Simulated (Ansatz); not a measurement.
**A barrier at the coupled-cluster level**

Start structure (SiH₄BrOF, singlet), relaxed at PBE0-D4/def2-TZVP:

Si1  (-0.611, -0.851, -0.301)
Br2  (1.625, -1.004, -0.574)
H3  (-1.234, -1.604, -1.405)
H4  (-0.861, -1.457, 1.025)
O5  (-1.080, 0.697, -0.416)
H6  (1.622, 1.082, 0.578)
F7  (1.153, 1.793, 0.963)
H8  (-0.613, 1.343, 0.129)
(Å)

The step: SiH₃BrO ([OH][SiH2][Br]) + HF → SiH₃OF ([OH][SiH2][F]) + HBr; bonds formed: Si1–F7, Br2–H6; bonds broken: Si1–Br2, H6–F7. Program: Ansatz 0.2.0. Basis: def2-TZVPP and def2-QZVPP. Cores are frozen in the correlated methods. Filled d shells of the heavier atoms are correlated. The def2 sets are not built for correlating such inner shells, so the correlated values are less sure here. Extrapolation: Hartree–Fock as exp(−7.88 √X), correlation as X^−2.97. Energies below are by CCSD(T) at an estimated basis limit (MP2 extrapolated from triple and quadruple zeta, plus CCSD(T) − MP2 in triple zeta).

Task: What are the electronic barrier and the energy of the step, from the start structure to the end structure? (Judge from chemistry; the value comes from the calculation.)

Result: The calculation gives: Barrier 29.77 kcal/mol; step energy -7.42 kcal/mol (downhill); reverse barrier, their difference, 37.19 kcal/mol. Barrier and step energy count from the start structure, the reverse barrier from the end structure.

The saddle point: One imaginary mode of 297i cm⁻¹.
```csv
pair,start (Å),saddle (Å),end (Å)
Si1–F7,3.42,1.95,1.61
Br2–H6,2.38,1.80,1.43
Si1–Br2,2.26,2.62,4.74
H6–F7,0.93,1.05,2.07
```

Zero-point energy (harmonic, PBE0-D4): ZPE is 28.08 kcal/mol at the start and 26.82 kcal/mol at the saddle, so the barrier goes from 29.77 to 28.51 kcal/mol.

The T1 diagnostic stays at or below 0.011.

Labels in which every atom is bracketed show which atoms are joined, not bond orders.

For scale, one of the runs: CCSD(T)/def2-TZVPP, 208 basis functions (an equivalent command: `ansatz run in.yaml --threads 4`). Time: 98 s of wall clock on 4 CPU threads; the host was shared. Peak host memory: 2.9 GiB.
